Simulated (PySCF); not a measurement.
# Spin-rotation constants: `C[C@@H]1CC[C@H]1C(=O)Br`, C6H9BrO

Cartesian coordinates in Å; atom numbers follow the order of the lines, from 1:
```xyz
17

C    -1.417   -0.903   -0.969
C    -0.642   -0.232    0.146
C    -0.743    1.300    0.262
C     0.788    1.408    0.272
C     0.891   -0.082   -0.092
C     1.710   -0.919    0.802
O     2.316   -0.652    1.779
Br    1.643   -2.824    0.228
H    -1.111   -1.941   -1.074
H    -1.248   -0.392   -1.915
H    -2.482   -0.879   -0.748
H    -0.851   -0.729    1.095
H    -1.246    1.671    1.151
H    -1.196    1.752   -0.618
H     1.203    1.621    1.256
H     1.224    2.090   -0.453
H     1.153   -0.277   -1.132
```

The calculation used GIAO PBE0/ANO-RCC-VDZP magnetisability, rotational g tensor and spin-rotation constants, non-relativistic, gas phase (PySCF 2.14.0). Geometry: GFN2-xTB.

The calculation is non-relativistic, which matters for the atoms heavier than Zn.

Question: Give the nuclear spin-rotation constants along the inertial axes (H = +C I·J) beside the isotropic shieldings.

Answer: Rotational constants 2.3780, 0.9015, 0.6950 GHz. A star marks the isotopologue with that one atom substituted, in its own axes.
```csv
atom,isotope,Caa (kHz),Cbb (kHz),Ccc (kHz),mean (kHz),σ (ppm)
Br8,79Br,2.643,2.337,2.038,2.340,1778.6
H9,1H,0.035,-0.076,-0.080,-0.040,29.8
H10,1H,-0.240,-0.092,-0.001,-0.111,30.8
H11,1H,-0.179,-0.057,-0.042,-0.093,30.5
H12,1H,-0.217,-0.102,0.021,-0.099,29.0
H13,1H,-0.178,-0.095,-0.002,-0.092,29.7
H14,1H,-0.103,-0.070,-0.051,-0.075,30.3
H15,1H,-0.242,0.003,-0.054,-0.098,29.2
H16,1H,-0.205,-0.099,0.005,-0.099,29.9
H17,1H,-0.273,-0.078,0.019,-0.110,28.6
C1,13C*,0.367,0.115,0.104,0.195,167.4
C2,13C*,0.354,0.160,0.127,0.214,150.3
C3,13C*,0.386,0.111,0.103,0.200,167.0
C4,13C*,0.277,0.143,0.095,0.172,171.6
C5,13C*,0.446,0.182,0.141,0.256,132.5
C6,13C*,1.206,0.322,0.224,0.584,1.0
O7,17O*,-1.311,-0.660,-0.176,-0.716,-229.2
```
For the geometry as given, no vibrational averaging.
